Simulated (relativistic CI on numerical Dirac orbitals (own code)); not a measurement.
Sensitivity of the levels of La23+ to α and to the nuclear radius

Calculated at this level of theory: Dirac-Coulomb-Breit CI, separate exchange-only KLI orbitals for each configuration, derivatives by finite differences, unscaled Slater integrals, QED left out (own radial code, finite nucleus).

CI space (outside the closed core [Ar] 3d10): 4s²4p⁴, 4s4p⁵, 4s²4p³4d, 4p⁶, 4s4p⁴4d, 4s²4p³4f. Double excitations out of closed p, d and f shells are left out; levels of such configurations are missing from the list, as are those of other unlisted configurations, and high levels can miss mixing partners.

With x = (α/α₀)² − 1 an excitation energy changes as ω = ω₀ + qx; K = 2q/ω₀ is the relative enhancement. Terms are leading LS components, so labels can repeat. The field-shift factor is F = δν/δ⟨r²⟩ for the transition from the lowest level.

Lowest level 4s²4p⁴ ³P2.

```
        Level  ω₀ (cm⁻¹)  q (cm⁻¹)       K  F (GHz/fm²)
   4s²4p⁴ ¹S0      51733      7995   0.309        -1.12
   4s²4p⁴ ³P1     166185    195500    2.35        -8.84
   4s²4p⁴ ¹D2     193043    193900    2.01        -8.71
   4s²4p⁴ ³P0     385408    384600       2        -19.6
   4s4p⁵ ³P°2     641151    218100    0.68         -245
   4s4p⁵ ³P°1     691668    209900   0.607         -211
4s²4p³4d ³F°2     769571     23540  0.0612         3.01
4s²4p³4d ⁵D°0     775628     65190   0.168        -15.5
4s²4p³4d ⁵D°3     779566     33510   0.086         4.51
4s²4p³4d ⁵D°1     798759     85230   0.213        -31.4
4s²4p³4d ⁵D°4     808190     64500    0.16         4.76
   4s4p⁵ ³P°0     814045    366500     0.9         -223
4s²4p³4d ⁵D°2     837028     96900   0.232         -7.6
   4s4p⁵ ¹P°1     858445    341300   0.795         -182
4s²4p³4d ³G°3     873766     87040   0.199         3.03
4s²4p³4d ³D°1     902094    120500   0.267       -0.813
4s²4p³4d ³F°2     918316    202200    0.44        -3.65
4s²4p³4d ¹S°0     925437    212200   0.459        -7.48
4s²4p³4d ³F°3     933040    210600   0.452         -3.3
4s²4p³4d ³D°1     937090    183800   0.392        -23.7
4s²4p³4d ³D°3     951148    239200   0.503        -3.19
4s²4p³4d ³G°4     954800    227300   0.476        -3.13
4s²4p³4d ³F°4     965422    216800   0.449        -2.91
```

At this charge energies of transitions that change n are usually good to better than 1 %, and those within a shell (Δn = 0) to a few per cent.
